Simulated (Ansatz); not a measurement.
Cost and result for the atomization energy of C2H6BFO, SMILES `CCOBF` (11 atoms, 10 bonds).

Z-matrix (Å, degrees):
```
C
C 1 1.508
H 1 1.092 2 110.9
H 1 1.092 2 110.1 3 -119.8
H 1 1.091 2 110.6 3 120.3
O 2 1.421 1 110.3 3 -63.4
H 2 1.093 1 110.7 3 178.4
H 2 1.095 1 110.9 3 58.6
B 6 1.338 2 121.8 1 112.9
F 9 1.326 6 117.7 2 -178.9
H 9 1.199 6 123.1 2 1.1
```

Charge 0, multiplicity 1. The structure was optimised at the PBE0-D4/def2-TZVP level. It is one conformer, not always the lowest. Program: Ansatz. All runs use 4 threads of a server CPU on a shared host. Times are those of one run each, without the atoms' runs, and a repeat can differ threefold. Electronic energies, without spin–orbit coupling; frozen cores. CCSD(T)/CBS adds CCSD(T) − MP2 in def2-TZVPP to the MP2 limit, and its time is that of the two runs behind it. T1 = 0.012.

CCSD(T)/CBS is a level of theory with its own doubt, some kJ/mol a heavy atom from the limit and from the frozen cores, so smaller differences don't rank the functionals.

```tsv
level	functions	wall time	atomization (kcal/mol)	difference from CCSD(T)/CBS	per bond
LDA (SPW92)/def2-TZVPP	239	1.5 s	1233.1	155.8	15.6
revPBE-D4/def2-TZVPP	239	1.7 s	1071.8	-5.5	-0.6
BLYP-D4/def2-TZVPP	239	1.7 s	1078.1	0.8	0.1
PBE-D4/def2-TZVPP (with forces)	239	2 s	1100.2	22.9	2.3
PBE0-D4/def2-TZVPP	239	2.1 s	1080.9	3.6	0.4
r2SCANh-D4/def2-TZVPP	239	3.8 s	1076.4	-0.9	-0.1
B2PLYP/def2-TZVPP	239	4.2 s	1071.2	-6.1	-0.6
PBE-QIDH/def2-TZVPP	239	4.3 s	1074.4	-2.9	-0.3
CCSD(T)/def2-SVP	100	4.6 s	1036.5	-40.8	-4.1
B97M-V/def2-TZVPP	239	8 s	1080.2	2.9	0.3
MP2/def2-QZVPP	465	20 s	1089.8	12.5	1.2
CCSD(T)/def2-TZVPP	239	2.2 min	1053.8	-23.5	-2.4
CCSD(T)/CBS(def2)	–	2.5 min	1077.3	0.0	0.0
```

In def2-TZVPP, CCSD(T) changes the Hartree–Fock value by +238.4 kcal/mol (the triples alone add +13.7 kcal/mol) and MP2 by +260.4 kcal/mol; breaking electron pairs costs correlation energy, which Hartree–Fock lacks. At CCSD(T), def2-SVP lies −40.8 kcal/mol from the extrapolated value and def2-TZVPP −23.5 kcal/mol: correlation converges slowly with the basis, and small sets miss more of it in the bonded molecule than in its fragments. From PBE to PBE0 (25 % exact exchange), in def2-TZVPP and without D4, the atomization energy moves by −18.7 kcal/mol: exact exchange takes away binding that semilocal exchange gives to molecules.
